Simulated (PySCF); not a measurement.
Compound: C4F2NO2Se (charge -1).
Atom-mapped SMILES: `[O:1]=[C:2]([O-:3])[c:4]1[n:5][se:6][c:7]([F:8])[c:9]1[F:10]`

Vertical excitations from PySCF (density fitting, frozen core in the response, grid level 2 and gas phase unless stated; continuum runs use non-equilibrium linear response for the excitations) on a GFN2-xTB geometry. Reference run:

```csv
settings,"S1, eV (f)","S2, eV (f)","S3, eV (f)","S4, eV (f)","S5, eV (f)","S6, eV (f)","T1, eV (Tamm–Dancoff)",mean α (au)
"PBE0/def2-SVPD, full TDDFT, 6 singlets",3.43 (0.000),3.58 (0.047),3.81 (0.000),3.89 (0.024),4.17 (0.000),4.32 (0.000),3.12,99.4
```

Question: What do these settings give: B3LYP/ANO-RCC-VDZP, TDA, 25 singlets?

Answer: 
| settings | S1, eV (f) | S2, eV (f) | S3, eV (f) | S4, eV (f) | S5, eV (f) | S6, eV (f) | T1, eV (Tamm–Dancoff) | mean α (au) |
| --- | --- | --- | --- | --- | --- | --- | --- | --- |
| B3LYP/ANO-RCC-VDZP, TDA, 25 singlets | 3.35 (0.019) | 3.36 (0.000) | 3.58 (0.000) | 3.60 (0.067) | 3.83 (0.000) | 4.18 (0.016) | 2.98 | 85.0 |

S1 moves by -0.08 eV; functional, basis and response scheme change together, so the shift can't be laid on one. States are counted by energy in each run and needn't keep their character from row to row.

ANO-RCC sets were contracted for a scalar-relativistic Hamiltonian, but ran non-relativistically here.

Question: Which orbital pairs make up S1 in each run, and how does it sit against the orbital gap?

Answer: 
```json
{"settings": "PBE0/def2-SVPD, full TDDFT, 6 singlets", "S1 configurations (weight)": "H→L+1 0.99", "S1 (eV)": "3.43", "orbital gap (eV)": "4.44", "S1 − gap (eV)": "-1.01"}
{"settings": "B3LYP/ANO-RCC-VDZP, TDA, 25 singlets", "S1 configurations (weight)": "H→L 0.59, H−1→L 0.39", "S1 (eV)": "3.35", "orbital gap (eV)": "4.02", "S1 − gap (eV)": "-0.67"}
```

 Relativistic effects, spin–orbit coupling among them, are left out although an element past zinc is present.

Shape of the structure used: `[O:1]=[C:2]([O-:3])[c:4]1[n:5][se:6][c:7]([F:8])[c:9]1[F:10]`: O1–C2–C4–N5 0°.
